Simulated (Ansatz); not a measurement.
Basis-set extrapolation for C$_{5}$H$_{5}$Al (`C#[C][Al]([CH3])[C]#C`) (PBE0-D4/def2-TZVP geometry, frozen core, Ansatz 0.2.0). Multiplicity 1, RHF reference.

```tsv
	def2-TZVPP	def2-QZVPP
HF	-434.168864	-434.183664
MP2 correlation	-0.840399	-0.895249
CCSD(T) correlation	-0.918891	not run
```

Energies in hartree. Use E(X) = E(∞) + A·exp(−7.88·√X) for Hartree–Fock and E(X) = E(∞) + B·X^(−2.97) for correlation, with X = 3 and 4, and add CCSD(T) minus MP2 of the smaller set to the MP2 limit.

**Question.** What is the CCSD(T) energy at the basis-set limit?

**Answer.** HF limit: -434.183664 + (-0.014800) × 0.13774 = -434.18570. MP2 limit: -0.895249 + (-0.054850) × 0.74074 = -0.93588. Higher-order term: -0.918891 − (-0.840399) = -0.07849. Total: -435.20007 hartree, 70.5 kcal/mol below CCSD(T)/def2-TZVPP.
